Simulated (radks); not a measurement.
Excited configurations of the caesium ion Cs3+: one electron is placed in a higher orbital outside [Kr] 4d10 5s2 5p3. The ground configuration is [Kr] 4d10 5s2 5p4. Calculated with a radial shooting solver on a logarithmic mesh with Libxc functionals: Dirac Kohn-Sham, BLYP, spin-unpolarised, spherical densities, point nucleus; open shells are shared between the two j in proportion to 2j + 1. Excitation = E - E(ground); binding = E(ion) - E, where the ion is the core of charge +4; n* = 4/sqrt(2 binding) in atomic units, and the quantum defect is n - n*. Eigenvalue and <r> are those of j = l + 1/2.

outer orbital  excitation (eV)  binding (eV)     n*  <r> (bohr)
4f                      21.397        23.671  3.033       1.707
5d                      18.423        26.644  2.858       2.599
5f                      31.926        13.142  4.070       4.671
6s                      21.101        23.967  3.014       3.556
6p                      25.340        19.728  3.322       4.104
6d                      31.076        13.992  3.944       5.309
6f                      36.221         8.847  4.961       7.927
7s                      31.457        13.611  3.999       6.205
7p                      33.237        11.831  4.290       6.936
7d                      35.950         9.118  4.886       8.506
7f                      38.757         6.311  5.873       11.82

The Delta-SCF ionisation energy is 45.068 eV (NIST Atomic Spectra Database: 43 eV, theoretical). Self-interaction in the functional shifts the binding energies and quantum defects, so they are the method's values and not measured ones. Spin polarisation and multiplet splitting are left out, so open shells lie too high by an amount that depends on their filling. Sharing an open shell by 2j + 1 raises it above the true ground level by a part of the spin-orbit splitting, which enters the differences from NIST.

Beside tabulated values, note that spin-unpolarised runs miss the spin-polarisation part of the exchange energy of open shells.
